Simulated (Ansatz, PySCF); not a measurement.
This triplet is an excited state, 1.87 eV above the relaxed singlet at the level frozen-core CCSD(T)/cc-pVTZ // B3LYP-D3(BJ)/def2-TZVP (Ansatz, an electronic-structure program).

B3LYP has the VWN-RPA correlation part, as in Gaussian. 

**CH3FSi, SMILES `C[Si]F` (excited triplet) (charge 0, multiplicity 3)**

The numbers are results of B3LYP-D3(BJ)/def2-TZVP (PySCF), not measurements.

```json
{
  "highest_occupied_spin_orbital": "-4.44 eV",
  "dipole_moment": "2.01 D",
  "total_energy": "-429.2989 Ha",
  "cost": "about 60 core-seconds (a rough figure)"
}
```

```xyz
6

C     -0.6104     0.0515     0.0337
Si     1.1232    -0.5581     0.5378
F      2.3062     0.0220    -0.4074
H     -0.8287    -0.2696    -0.9856
H     -1.3392    -0.3850     0.7162
H     -0.6510     1.1392     0.1052
```
Charge 0, spin multiplicity 3.
